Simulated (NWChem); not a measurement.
Species: C2H6Sb cation; SMILES [CH3][Sb+][CH3]

```xyz
9

Sb     0.0000     0.0000     0.3684
C      1.5867    -0.0081    -1.0664
H      1.7212    -1.0812    -1.3508
H      2.5349     0.3529    -0.6247
H      1.3124     0.5479    -1.9857
C     -1.5867     0.0081    -1.0664
H     -1.3124    -0.5479    -1.9857
H     -1.7212     1.0812    -1.3508
H     -2.5349    -0.3529    -0.6247
```
Atoms are numbered in this order, from 1.

Level: PBE-D3(BJ)/def2-SVP with def2 effective core potentials on Sb (NWChem), optimised geometry, unscaled harmonic frequencies. def2 effective core potentials on Sb; no spin-orbit coupling.

| frequency (cm⁻¹) | IR intensity (km/mol) |
|---|---|
| 60 | 1.0 |
| 92 | 1.0 |
| 185 | 0.4 |
| 505 | 16.6 |
| 518 | 7.2 |
| 575 | 4.4 |
| 604 | 0.5 |
| 721 | 3.9 |
| 814 | 22.4 |
| 1159 | 14.9 |
| 1171 | 17.7 |
| 1316 | 10.7 |
| 1317 | 13.3 |
| 1345 | 52.8 |
| 1347 | 3.9 |
| 2929 | 56.9 |
| 2936 | 23.3 |
| 3046 | 0.1 |
| 3048 | 10.5 |
| 3120 | 16.2 |
| 3121 | 6.6 |

```json
{
 "zero_point_energy": "42.8 kcal/mol",
 "thermal correction to the enthalpy at 298.15 K (with zero-point energy)": "47.1 kcal/mol",
 "heat capacity Cv": "18.7 cal/(mol K)",
 "entropy at 298.15 K and 1 atm (symmetry number 2)": "77.7 cal/(mol K)"
}
```

Rigid rotor and harmonic oscillator; modes under 100 cm⁻¹ make the entropy uncertain.
